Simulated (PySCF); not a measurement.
# Simulated absorption spectrum

Compound: C₈H₅NS.
SMILES: `C#Cc1csc2cc[nH]c12`

Computed with PySCF 2.14.0, density-fitted response routines, TDDFT wB97X-D/def2-SVPD, vertical, gas phase, core orbitals frozen in the response. Isolated species at its GFN2-xTB geometry, gas phase.

Each state is given a Gaussian of 0.5 eV full width at half maximum, with ε(max) = 2.175×10⁸ f / Δν̃ (Δν̃ the width in cm⁻¹). The width is an assumption, not a result. The curve ends short of the highest state used, and states not computed would add to its high-energy end.

```json
{"λ (nm)": "219.2", "ε (L mol⁻¹ cm⁻¹)": "1428"}
{"λ (nm)": "221.1", "ε (L mol⁻¹ cm⁻¹)": "1228"}
{"λ (nm)": "223.1", "ε (L mol⁻¹ cm⁻¹)": "1350"}
{"λ (nm)": "225.0", "ε (L mol⁻¹ cm⁻¹)": "1780"}
{"λ (nm)": "227.0", "ε (L mol⁻¹ cm⁻¹)": "2568"}
{"λ (nm)": "228.9", "ε (L mol⁻¹ cm⁻¹)": "3633"}
{"λ (nm)": "230.9", "ε (L mol⁻¹ cm⁻¹)": "5072"}
{"λ (nm)": "232.8", "ε (L mol⁻¹ cm⁻¹)": "6698"}
{"λ (nm)": "234.8", "ε (L mol⁻¹ cm⁻¹)": "8607"}
{"λ (nm)": "236.7", "ε (L mol⁻¹ cm⁻¹)": "10511"}
{"λ (nm)": "238.7", "ε (L mol⁻¹ cm⁻¹)": "12488"}
{"λ (nm)": "240.6", "ε (L mol⁻¹ cm⁻¹)": "14226"}
{"λ (nm)": "242.6", "ε (L mol⁻¹ cm⁻¹)": "15793"}
{"λ (nm)": "244.5", "ε (L mol⁻¹ cm⁻¹)": "16949"}
{"λ (nm)": "246.5", "ε (L mol⁻¹ cm⁻¹)": "17755"}
{"λ (nm)": "248.4", "ε (L mol⁻¹ cm⁻¹)": "18104"}
{"λ (nm)": "250.4", "ε (L mol⁻¹ cm⁻¹)": "18035"}
{"λ (nm)": "252.3", "ε (L mol⁻¹ cm⁻¹)": "17583"}
{"λ (nm)": "254.3", "ε (L mol⁻¹ cm⁻¹)": "16749"}
{"λ (nm)": "256.2", "ε (L mol⁻¹ cm⁻¹)": "15677"}
{"λ (nm)": "258.1", "ε (L mol⁻¹ cm⁻¹)": "14400"}
{"λ (nm)": "260.1", "ε (L mol⁻¹ cm⁻¹)": "12908"}
{"λ (nm)": "262.0", "ε (L mol⁻¹ cm⁻¹)": "11420"}
{"λ (nm)": "264.0", "ε (L mol⁻¹ cm⁻¹)": "9847"}
{"λ (nm)": "265.9", "ε (L mol⁻¹ cm⁻¹)": "8402"}
{"λ (nm)": "267.9", "ε (L mol⁻¹ cm⁻¹)": "6977"}
{"λ (nm)": "269.8", "ε (L mol⁻¹ cm⁻¹)": "5747"}
{"λ (nm)": "271.8", "ε (L mol⁻¹ cm⁻¹)": "4602"}
{"λ (nm)": "273.7", "ε (L mol⁻¹ cm⁻¹)": "3665"}
{"λ (nm)": "275.7", "ε (L mol⁻¹ cm⁻¹)": "2834"}
{"λ (nm)": "277.6", "ε (L mol⁻¹ cm⁻¹)": "2185"}
{"λ (nm)": "279.6", "ε (L mol⁻¹ cm⁻¹)": "1634"}
{"λ (nm)": "281.5", "ε (L mol⁻¹ cm⁻¹)": "1222"}
{"λ (nm)": "283.5", "ε (L mol⁻¹ cm⁻¹)": "886"}
{"λ (nm)": "285.4", "ε (L mol⁻¹ cm⁻¹)": "644"}
{"λ (nm)": "287.4", "ε (L mol⁻¹ cm⁻¹)": "454"}
{"λ (nm)": "289.3", "ε (L mol⁻¹ cm⁻¹)": "321"}
{"λ (nm)": "291.3", "ε (L mol⁻¹ cm⁻¹)": "220"}
{"λ (nm)": "293.2", "ε (L mol⁻¹ cm⁻¹)": "152"}
{"λ (nm)": "295.2", "ε (L mol⁻¹ cm⁻¹)": "102"}
{"λ (nm)": "297.1", "ε (L mol⁻¹ cm⁻¹)": "69"}
{"λ (nm)": "299.1", "ε (L mol⁻¹ cm⁻¹)": "45"}
{"λ (nm)": "301.0", "ε (L mol⁻¹ cm⁻¹)": "30"}
{"λ (nm)": "303.0", "ε (L mol⁻¹ cm⁻¹)": "19"}
```

(1) Where are the band maxima, and which computed states make them?

(2) On this curve, what absorbance would a 10⁻⁴ mol/L sample give at 266 nm over a 1 cm path?

(3) Coming from long wavelengths, where does ε first pass 100 L mol⁻¹ cm⁻¹?

(4) Does any computed singlet lie in the visible range?

Results:

(1) 249 nm (4.98 eV), ε about 18000, made up of S1 (43%) and S2 (57%) (ε in L mol⁻¹ cm⁻¹; maxima over ε = 5, shares over 10%). At its high-energy end, 5.66 eV, the curve is still rising (ε about 1500, from S2 and S7). The states used: S1 4.84 eV (f 0.179); S2 5.08 eV (f 0.214); S3 5.49 eV (f 0.0000); S4 5.81 eV (f 0.0000); S5 5.98 eV (f 0.0001); S6 6.05 eV (f 0.0011); S7 6.10 eV (f 0.190); S8 6.26 eV (f 0.0000).

(2) 266 nm is 4.661 eV, where ε is about 8300 L mol⁻¹ cm⁻¹, so A = ε c l ≈ 0.83 (Beer–Lambert, with the gas-phase spectrum and the assumed width).

(3) At about 295 nm (4.20 eV), 0.64 eV below S1.

(4) No computed singlet lies in the visible range (380 to 750 nm); the lowest, at 256 nm, stands 1.58 eV above its violet end (3.26 eV); a Tamm–Dancoff triplet lies at 387 nm, without intensity as long as spin–orbit coupling is left out.

Time: 3.0 min wall, 2.6 min CPU (grids of density and orbitals included); peak memory 1.1 GiB. Hardware: one thread, Intel Xeon at 2.50 GHz (x86_64), no GPU, on a shared host.
